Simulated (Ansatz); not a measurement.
One change: `CB[SiH2][SiH2]F` becomes `CB[SiH2][SiH2]Cl`.

Ansatz, PBE0-D4/def2-TZVP geometries, multiplicity 1. Each molecule was computed in one conformer, which needn't be the lowest.

```
                                          property  `CB[SiH2][SiH2]F`
                HOMO energy (PBE0/def2-TZVPP) / eV              -7.77
             HOMO energy (ωB97M-V/def2-TZVPP) / eV              -9.81
size of the dipole moment (ωB97M-V/def2-TZVPP) / D               2.33
    size of the dipole moment (PBE/def2-TZVPP) / D               2.18
               HOMO energy (B3LYP/def2-TZVPP) / eV              -7.58
               HOMO–LUMO gap (PBE/def2-TZVPP) / eV               3.52
```

(1) What does the change do to each property? (An estimate is asked.)

Answers

(1) Ansatz gave: 
```
                                          property  `CB[SiH2][SiH2]Cl`  shift
                HOMO energy (PBE0/def2-TZVPP) / eV               -7.72   0.05
             HOMO energy (ωB97M-V/def2-TZVPP) / eV               -9.74   0.07
size of the dipole moment (ωB97M-V/def2-TZVPP) / D                1.21  -1.12
    size of the dipole moment (PBE/def2-TZVPP) / D                1.00  -1.18
               HOMO energy (B3LYP/def2-TZVPP) / eV               -7.52   0.06
               HOMO–LUMO gap (PBE/def2-TZVPP) / eV                3.62   0.10
```

With PBE0 the HOMO rises by 0.05 eV and the LUMO rises by 0.14 eV, so the gap widens by about 0.09 eV. PBE moves the HOMO by 0.03 eV and ωB97M-V by 0.07 eV. Dipoles are sizes alone; their direction can turn.

B3LYP here is the variant with VWN-RPA as its local correlation; programs differ in this.
